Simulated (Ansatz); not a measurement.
`[F][Cd][O][SiH3]` and `[NH2][Cd][O][SiH3]` differ in one atom or group.

Ansatz, PBE0-D4/def2-TZVP geometries, multiplicity 1. Each molecule was computed in one conformer, which needn't be the lowest.

Elements past krypton have def2 core potentials.

```json
{"property": "LUMO energy (PBE/def2-TZVPP) / eV", "`[F][Cd][O][SiH3]`": "-3.13"}
{"property": "ideal-gas entropy at 298 K and 1 bar (rigid rotor, harmonic PBE0-D4/def2-TZVP) / J/(mol·K)", "`[F][Cd][O][SiH3]`": "355"}
{"property": "size of the dipole moment (PBE/def2-TZVPP) / D", "`[F][Cd][O][SiH3]`": "0.56"}
{"property": "HOMO energy (ωB97M-V/def2-TZVPP) / eV", "`[F][Cd][O][SiH3]`": "-10.72"}
{"property": "HOMO–LUMO gap (PBE/def2-TZVPP) / eV", "`[F][Cd][O][SiH3]`": "3.86"}
{"property": "HOMO–LUMO gap (ωB97M-V/def2-TZVPP) / eV", "`[F][Cd][O][SiH3]`": "10.34"}
```

(1) What does the change do to each property? (Best estimate.)

## Answers

(1) Ansatz gave: 
| property | `[NH2][Cd][O][SiH3]` | shift |
| --- | --- | --- |
| LUMO energy (PBE/def2-TZVPP) / eV | -2.17 | 0.96 |
| ideal-gas entropy at 298 K and 1 bar (rigid rotor, harmonic PBE0-D4/def2-TZVP) / J/(mol·K) | 380 | 25 |
| size of the dipole moment (PBE/def2-TZVPP) / D | 2.80 | 2.24 |
| HOMO energy (ωB97M-V/def2-TZVPP) / eV | -9.75 | 0.97 |
| HOMO–LUMO gap (PBE/def2-TZVPP) / eV | 3.93 | 0.07 |
| HOMO–LUMO gap (ωB97M-V/def2-TZVPP) / eV | 10.11 | -0.23 |

With PBE0 the HOMO rises by 1.00 eV and the LUMO rises by 0.90 eV, so the gap narrows by about 0.10 eV. PBE moves the HOMO by 0.88 eV and ωB97M-V by 0.97 eV. The zero-point energy changes by 60.8 kJ/mol with +6 modes. Dipoles are sizes alone; their direction can turn. Modes under 60 cm⁻¹, often nearly free rotors, make the harmonic entropy too high.
